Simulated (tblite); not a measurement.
Species: C6H16BN.
Numbering: `[BH3-:1][N@@H+:2]([CH3:3])[C@@H:4]1[CH2:5][CH2:6][C@H:7]1[CH3:8]` (hydrogens: H9, H10, H11 on B1; H12 on N2; H13, H14, H15 on C3; H16 on C4; H17, H18 on C5; H19, H20 on C6; H21 on C7; H22, H23, H24 on C8)

Computed with GFN2-xTB (tblite), gas phase: L-BFGS steps from a force-field or distance-geometry start until the largest atomic force falls under 0.01 eV/Å.

Geometry at step 4:
```
atom  x, y, z in Å
B1     -1.6285    0.0127   -1.6413
N2     -1.2814    0.1831   -0.0325
C3     -2.3125   -0.4460    0.7835
C4      0.0564   -0.3052    0.2835
C5      0.5761    0.0431    1.6835
C6      1.7492    0.8014    1.0706
C7      1.2407    0.4685   -0.3385
C8      2.1897   -0.3621   -1.1758
H9     -1.5294   -1.1533   -1.8497
H10    -0.8328    0.6621   -2.2427
H11    -2.7364    0.4232   -1.7827
H12    -1.2995    1.1832    0.1453
H13    -2.3174   -1.5097    0.5746
H14    -2.1377   -0.2869    1.8459
H15    -3.2888   -0.0499    0.5161
H16     0.0948   -1.3700    0.0657
H17     0.8620   -0.8204    2.2716
H18    -0.0946    0.6791    2.2487
H19     1.7506    1.8610    1.3002
H20     2.7133    0.3669    1.3039
H21     0.9239    1.3560   -0.8812
H22     1.7099   -0.6846   -2.0929
H23     3.0781    0.2120   -1.4213
H24     2.5027   -1.2445   -0.6270
```

Q: Give the atomic forces at this geometry.

A: 
```tsv
atom	Fx (eV/Å)	Fy (eV/Å)	Fz (eV/Å)
B1	0.039	-0.012	0.101
N2	0.029	0.066	-0.243
C3	0.041	-0.004	-0.030
C4	-0.025	-0.040	-0.064
C5	-0.082	-0.026	0.102
C6	0.115	0.076	0.073
C7	-0.078	0.037	0.009
C8	-0.014	-0.028	-0.039
H9	-0.026	-0.068	-0.093
H10	0.006	0.002	0.001
H11	-0.049	0.022	0.018
H12	-0.007	0.077	-0.080
H13	0.007	-0.158	-0.023
H14	0.009	-0.017	0.155
H15	0.034	0.058	-0.044
H16	-0.118	-0.110	-0.121
H17	-0.046	-0.058	0.201
H18	-0.099	0.022	0.222
H19	0.156	0.114	0.063
H20	0.182	0.059	0.016
H21	-0.043	-0.016	-0.155
H22	-0.074	0.032	-0.086
H23	0.026	0.071	-0.058
H24	0.019	-0.100	0.072
```

The largest, 0.25 eV/Å, acts on N2; the rms over all components is 0.084 eV/Å. The forces sum to zero within rounding, as they must for an isolated molecule in no field.

Q: Give the force on N2 in Eh/bohr and in nN.

A: 0.253 eV/Å ÷ 51.422 = 0.00493 Eh/bohr, and 0.253 eV/Å × 1.602 = 0.41 nN.

Q: How far is this geometry from the end of the optimisation?

A: 0.055 eV above it, and 0.226 Å rms away after alignment. The bonds farthest from their final lengths, with half the difference of the two atoms' forces along the bond (positive lengthens):

| bond | now (Å) | final (Å) | force along bond (eV/Å) |
| --- | --- | --- | --- |
| C5–C6 | 1.525 | 1.536 | +0.11 |
| C4–C5 | 1.533 | 1.542 | +0.07 |
| B1–N2 | 1.655 | 1.648 | -0.16 |
| C6–C7 | 1.535 | 1.542 | +0.07 |
| C5–H18 | 1.083 | 1.090 | +0.05 |
| C5–H17 | 1.083 | 1.088 | +0.04 |

The angle farthest from its final value is C4–C5–H17, 113.8° against 116.4°.

What follows is the cost of the whole relaxation. The run took 0.66 s wall on one thread of an Arm Neoverse V1, no GPU, on a shared host.
